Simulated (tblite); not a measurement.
Species: C6H14P2Si.
Geometry (GFN2-xTB, Å), atoms numbered from 1 in this order:
```
atom  x, y, z in Å
C1     3.6433   -0.9497   -1.2641
C2     2.3887   -0.9880   -0.8427
P3     1.8620   -1.2046    0.8692
Si4    1.0094    0.8565    1.1313
P5    -0.7357    1.0691   -0.2648
C6    -1.5201    2.5481    0.5150
C7    -1.8165   -0.2258    0.4643
C8    -2.7775   -0.9539   -0.4333
C9    -1.5684   -1.6567    0.0875
H10    3.8880   -0.8512   -2.3092
H11    4.4739   -1.0169   -0.5802
H12    1.5664   -0.9376   -1.5480
H13    3.0867   -0.9050    1.4514
H14    1.9524    1.9366    0.8015
H15    0.7130    0.9776    2.5687
H16   -0.8811    3.4133    0.3551
H17   -2.4819    2.7296    0.0372
H18   -1.6692    2.3992    1.5829
H19   -2.1416   -0.0246    1.4809
H20   -3.7451   -1.2235   -0.0360
H21   -2.7940   -0.6840   -1.4794
H22   -0.7656   -1.8690   -0.6047
H23   -1.6919   -2.4126    0.8485
```

Computed with GFN2-xTB (tblite): harmonic, unscaled wavenumbers at the GFN2-xTB geometry, gas phase. This tight-binding method is rough: wavenumbers can miss measured ones by several per cent, in bad cases by 10 to 20. Modes of hydrogen on phosphorus and silicon can be 10 to 20 % off. One conformer, not necessarily the lowest.

Harmonic wavenumbers (cm⁻¹): 26.2, 36.8, 55.9, 74.6, 77.1, 121.9, 151.2, 172.6, 190.1, 198.5, 282.2, 321.5, 344.1, 391.0, 449.5, 497.5, 528.4, 567.3, 615.3, 661.3, 680.1, 730.8, 739.0, 783.1, 800.9, 828.5, 837.6, 871.7, 881.0, 887.0, 958.4, 991.2, 997.5, 1023.3, 1033.6, 1065.3, 1066.8, 1085.2, 1148.2, 1216.7, 1248.4, 1320.0, 1325.0, 1396.4, 1432.8, 1448.5, 1455.9, 1477.0, 1647.6, 2163.9, 2178.4, 2304.8, 2984.5, 2993.3, 3002.2, 3018.4, 3021.8, 3069.0, 3075.7, 3081.0, 3086.2, 3095.7, 3110.6.

A = 1384, B = 632.9, C = 531.4 MHz; mass 176.034 u (most abundant isotopes); point group C1, symmetry number 1.

**Question.** Zero-point energy?

**Answer.** Half the sum of the wavenumbers: 38663 cm⁻¹ = 462.51 kJ/mol.

**Question.** What is S at 298.15 K and 1 bar for an ideal gas of classical rigid rotors and harmonic oscillators?

**Answer.** Translation 173.34, rotation 129.34, vibration 200.91: S = 503.6 J/(mol K).

**Question.** And Cp and H(298.15 K) − H(0)?

**Answer.** Cp = 214.07 J/(mol K), of which vibrations give 180.81 (their classical limit is 63 R = 523.8); H(298.15 K) − H(0) = 38.95 kJ/mol without the zero-point energy, 29.04 from vibrations.

**Question.** What must be added to the electronic energy to get the Gibbs energy at 298.15 K and 1 bar?

**Answer.** ZPE + [H(298.15 K) − H(0)] − T·S = 462.51 + 38.95 − 150.15 = 351.31 kJ/mol.

**Question.** How do the functions run with temperature in this model?

**Answer.** 
| T (K) | S (J/(mol K)) | Cp (J/(mol K)) | H − H(0) (kJ/mol) | G − H(0) (kJ/mol) | ln q(vib) |
| --- | --- | --- | --- | --- | --- |
| 100 | 339.5 | 107.0 | 7.29 | -26.66 | 4.02 |
| 200 | 429.7 | 159.6 | 20.61 | -65.33 | 8.48 |
| 300 | 504.9 | 215.1 | 39.35 | -112.13 | 12.52 |
| 500 | 637.6 | 306.4 | 92.09 | -226.73 | 20.07 |
| 800 | 801.6 | 390.2 | 197.72 | -443.55 | 30.33 |
| 1000 | 892.8 | 426.6 | 279.58 | -613.19 | 36.50 |

q(vib) and H(0) count from the zero-point level.

**Question.** Blend soft modes into free rotors: weight 1/[1 + (100 cm⁻¹/ν̃)⁴] for the oscillator and the rest for a rotor with moment μB/(μ + B), μ = h/(8π²ν), B = 10⁻⁴⁴ kg m². What vibrational entropy results?

**Answer.** 175.94 J/(mol K) in place of 200.91, which changes −T·S at 298.15 K by +7.44 kJ/mol.

**Question.** Which modes carry the vibrational entropy at 298.15 K?

**Answer.** 26.2 cm⁻¹: 25.51; 36.8 cm⁻¹: 22.70; 55.9 cm⁻¹: 19.23; 74.6 cm⁻¹: 16.85; 77.1 cm⁻¹: 16.58; 121.9 cm⁻¹: 12.84 J/(mol K); the other 57 give 87.19 together.

Hindered rotation and anharmonicity are outside this model. Other conformers, if any are populated, would add a mixing term that is left out. The structure is chiral; the term R ln 2 for an equal mix with its mirror image is left out.
